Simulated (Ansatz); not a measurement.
Computed with Ansatz on PBE0-D4/def2-TZVP structures; ΔE is electronic, products minus reactants. CCSD(T)/CBS adds triple-zeta CCSD(T) − MP2 to the extrapolated MP2 energy (def2 sets, frozen cores). This one scheme is used for every species. Functionals use def2-TZVPP. B3LYP here is the variant with VWN-RPA as its local correlation; programs differ in this. One conformer a species, not always the lowest.

Consider the ligand exchange at the Si–O bond: `C[SiH](Cl)OC=S` + H–F → `C[SiH](F)Cl` + `OC=S`.

Question: Is it downhill or uphill in electronic energy at CCSD(T)/CBS, and by how much? (Best estimate.)

Answer: The calculation gave: Downhill: ΔE = -46.4 kJ/mol.

Question: What do these levels give: PBE-D4, r2SCAN-D4, PBE0-D4, B2PLYP, r2SCAN, B3LYP, HF/def2-TZVPP, MP2/def2-TZVPP, CCSD/def2-TZVPP, HF/CBS(def2), MP2/CBS(def2), CCSD/CBS(def2)? (An estimate is asked.)

Answer: Computed: PBE-D4 -52.5, r2SCAN-D4 -56.6, PBE0-D4 -49.9, B2PLYP -55.0, r2SCAN -59.0, B3LYP -61.2, HF/def2-TZVPP -60.4, MP2/def2-TZVPP -43.7, CCSD/def2-TZVPP -49.3, HF/CBS(def2) -61.5, MP2/CBS(def2) -43.0, CCSD/CBS(def2) -48.6 kJ/mol.

Largest T1 diagnostic among the species: 0.018.

In def2-TZVPP, CCSD(T) changes the Hartree–Fock value by +13.3 kJ/mol (the triples alone add +2.2 kJ/mol) and MP2 by +16.7 kJ/mol. The D4 term adds +11.0 kJ/mol with B3LYP and +6.5 kJ/mol with PBE0; it sums over pairs of atoms, weighted by their polarisabilities, and B3LYP, whose exchange is more repulsive, gets the larger term.
